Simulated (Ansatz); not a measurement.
`C[O][Al]([F])[SiH3]` + H₂O → `C[O][Al]([OH])[SiH3]` + H–F  (formal hydrolysis of the Al–F bond)

Program: Ansatz. Geometries: PBE0-D4/def2-TZVP. ΔE: electronic, gas phase. CCSD(T)/CBS is the MP2 limit (def2-TZVPP, def2-QZVPP) plus CCSD(T) − MP2 in def2-TZVPP, frozen cores. This one scheme is used for every species. Functionals use def2-TZVPP. B3LYP here is the variant with VWN-RPA as its local correlation; programs differ in this. HSE06 is defined as in plane-wave codes. One conformer a species, not always the lowest.

```tsv
level	ΔE (kJ/mol)	difference from CCSD(T)/CBS
LDA (SPW92)	42.7	-5.2
PBE-D4	46.4	-1.5
revPBE-D4	45.7	-2.2
BLYP-D4	48.5	0.6
r2SCAN-D4	48.4	0.5
PBE0-D4	46.1	-1.8
r2SCANh-D4	48.0	0.1
r2SCAN0-D4	47.5	-0.4
HSE06-D4	45.9	-2.0
BHLYP-D4	48.9	1.0
CAM-B3LYP-D4	48.8	0.9
ωB97X-V	48.3	0.4
ωB97M-V	47.7	-0.2
B2PLYP	48.9	1.0
PBE-QIDH	46.1	-1.8
PBE	48.2	0.3
revPBE	49.8	1.9
BLYP	52.1	4.2
r2SCAN	49.0	1.1
PBE0	47.6	-0.3
B3LYP	51.0	3.1
r2SCANh	48.6	0.7
r2SCAN0	48.1	0.2
HSE06	47.4	-0.5
BHLYP	51.2	3.3
LC-ωPBE	49.1	1.2
RPA@PBE/def2-TZVPP	46.1	-1.8
HF/def2-SVP	53.6	5.7
MP2/def2-SVP	48.1	0.2
CCSD/def2-SVP	50.2	2.3
CCSD(T)/def2-SVP	49.3	1.4
HF/def2-TZVPP	53.0	5.1
SCS-MP2/def2-TZVPP	46.4	-1.5
CCSD(T)/def2-TZVPP	45.6	-2.3
HF/def2-QZVPP	55.0	7.1
MP2/def2-QZVPP	46.3	-1.6
SCS-MP2/def2-QZVPP	48.4	0.5
HF/CBS(def2)	55.3	7.4
MP2/CBS(def2)	46.6	-1.3
CCSD/CBS(def2)	49.2	1.3
CCSD(T)/CBS	47.9	0
```

Largest T1 diagnostic among the species: 0.013.

In def2-TZVPP, CCSD(T) changes the Hartree–Fock value by −7.4 kJ/mol (the triples alone add −1.2 kJ/mol) and MP2 by −8.7 kJ/mol. Leaving LDA and LC-ωPBE aside and taking each functional with its dispersion term where it has one, the values, not all of them listed here, spread over 5.1 kJ/mol, from revPBE-D4 to B97M-V. LDA lies −5.5 kJ/mol from PBE without D4.

CCSD(T)/CBS has its own doubt, a few kJ/mol and more with outer-core shells, so smaller differences from it don't rank the levels.
